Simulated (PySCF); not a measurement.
How methods differ on the ionisation energy of Mo³⁹⁺

Mo³⁹⁺ [He] 2s1 (2S) → Mo⁴⁰⁺ 1s2 (1S), as a difference of total energies. Computed with PySCF 2.14 in an even-tempered Gaussian basis (17 s from 16 bohr⁻², ratio 2.2; 8 p from 24 bohr⁻², ratio 2.4; 5 d from 72 bohr⁻², ratio 2.4; 5 f from 110 bohr⁻², ratio 2.4; 4 g from 160 bohr⁻², ratio 2.4), with the non-relativistic Hamiltonian (point nucleus). Correlated levels: nothing frozen; virtual orbitals above 40 to 60 times the deepest correlated orbital energy dropped. The calculations carry no spin-orbit coupling.

Problem. Order these methods by the ionisation energy they give, lowest first.
A. r2SCAN
B. MP2 (all electrons)
C. PBE0
D. LDA

Solution. D (5547.2 eV), A (5549.9 eV), B (5552.3 eV), C (5554.8 eV).

The gap to the reference is mostly relativistic.

For comparison: 5713.2 eV (theoretical estimate listed by NIST; NIST Atomic Spectra Database, ionization energies).
